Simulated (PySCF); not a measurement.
CAuO, charge +1, multiplicity 1. Atoms are numbered in the order given.

```xyz
3

Au     0.0000     0.0000     0.3837
C      0.0000     0.0000    -1.5197
O      0.0000     0.0000    -2.6491
```
Charge +1, spin multiplicity 1.

Coordinates come from a PBE-D3(BJ)/def2-TZVP optimisation. The multiplicity is an assumed one; other spin states were not compared. The def2 effective core potentials stand for the cores of Au; spin–orbit coupling is left out.

All values below come from PBE-D3(BJ)/def2-TZVP run with PySCF 2.14.0.

Frequencies are harmonic and unscaled.

Modes within 1.5 cm⁻¹ of each other (mostly degenerate sets) share a row, with their intensities summed.

Computed vibrational spectrum:
```tsv
mode	ν (cm⁻¹)	IR (km/mol)	moving atoms (share of kinetic energy)
1–2	315	0.4	C 77 %, O 23 %
3	431	16.3	O 53 %, C 35 %, Au 12 %
4	2209	189.4	C 60 %, O 40 %
```
